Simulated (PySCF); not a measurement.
SMILES Cl[SiH2]N[SiH](Cl)Cl at its PBE0/def2-SVP optimised geometry (Å):

```
10

Si     1.1438    -0.4585     1.0907
Cl     1.7744    -2.2902     0.3577
N      0.0690     0.3582     0.0000
Si    -1.6511     0.3582     0.0000
Cl    -2.4023    -0.5491    -1.6877
Cl    -2.3623     2.2902     0.0000
H      0.4046    -0.7059     2.3542
H      2.3623     0.3684     1.2833
H      0.5117     0.8207    -0.7928
H     -2.1282    -0.3526     1.2048
```

Computed with PBE0/def2-TZVP (PySCF). Cells within 0.4 Å of a nucleus heavier than hydrogen are left out (blank, or x).

Map of the HOMO amplitude (bohr^(-3/2)) on the plane z = 0.0 Å; orbital energy -8.54 eV, overall sign arbitrary:

```
|5555555544444455555555555555555|
|5555555544444445555555555555555|
|5555555544444444555555555555555|
|5555555544444444555555555555555|
|5555555544444445555555555555555|
|5555555544444445555555555555555|
|5555666533344455555555555555555|
|555567xxx2344455555555555555555|
|555567xxx2344555555555555555555|
|5555666533345555555555554444555|
|5555555544445566665555554444455|
|5555555444455677766555544444445|
|5555555444555689976555444444445|
|555555544xx5568xx75554444444445|
|555545555xx444xxx44444444444444|
|444444455xx4331x023444444444444|
|4444444554443310123444444444444|
|4444444554443332233444554444444|
|4444444554444433344455555544445|
|4444445555444444445555555544444|
|4444445555444444455666655544444|
|4444455555444444555677655444444|
|5544555555544445556676554444444|
|555555555555555555565x444444444|
|5555555555555555555544344444444|
|5555555555555555555444344444444|
|5555555555555555544444444444444|
|5555555555555555444444444444444|
|5555555555555555444444444444445|
|5555555555555555444444444444445|
|5555555555555555444444444444455|
```
Scale: ten equal steps from -0.231 (start of '0') to 0.229 (end of '9'), in the order '0123456789'; x runs from -4.50 to 4.50, y from -4.50 (bottom) to 4.50 (top).
